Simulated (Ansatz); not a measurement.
CdCl2, charge +1, quartet, at a GFN2-xTB geometry of the parent state (such geometries of metal compounds can be far from the true shape) (a state made from the parent by changing its charge; the spin is typed, not shown lowest) (core potentials on Cd); SVWN5/def2-SVP in Ansatz (a quantum-chemistry and plane-wave program).

Here is a job for Ansatz.
Ansatz 0.2 input:
```yaml
crystal:
  periodic: [false, false, false]
  atoms:
    - {symbol: Cd, position_ang: [-0.74733348, 0.29851729, -0.47268926]}
    - {symbol: Cl, position_ang: [1.83477169, -0.11884315, -0.37432263]}
    - {symbol: Cl, position_ang: [0.27534637, -0.72402919, 1.70897466]}
basis:
  gaussian:
    orbitals: def2-SVP
hamiltonian:
  xc: {name: SVWN5}
total_charge: 1
magnetization: {spin_polarized: false, initial_magnetization: 3}
```

Q: Write the output that Ansatz gives for this input, abridged.

A: 
```
Functional definition: SVWN5
698 factors; their error is unknown
mean field evaluation 1: about -29491.7293 eV, gradient 5.3e1 eV
mean field evaluation 2: about -29419.9443 eV, gradient 1.4e2 eV
mean field evaluation 4: about -29501.9754 eV, gradient 9.9e0 eV
mean field evaluation 8: about -29501.9114 eV, gradient 4.8e0 eV
mean field evaluation 16: about -29502.2862 eV, gradient 3.4e-2 eV
mean field evaluation 32: about -29471.1343 eV, gradient 4.1e1 eV
mean field evaluation 64: about -29461.0353 eV, gradient 4.5e1 eV
mean field evaluation 96: about -29499.8737 eV, gradient 6.6e0 eV
mean field evaluation 128: about -29498.8704 eV, gradient 9.3e0 eV
mean field -29502.28615627 eV, -1084.1890188752 hartree, gradient 9.3e-6 eV, S^2 3.750000; 10 other end points of the search recorded, 0 dependent functions left out
reference -29502.28618837 eV, -1084.1890200548 hartree; 28, 25 occupied and 39, 42 virtual orbitals, 698 factors
Total energy: -29502.28618837 eV, -1084.1890200548 hartree
```
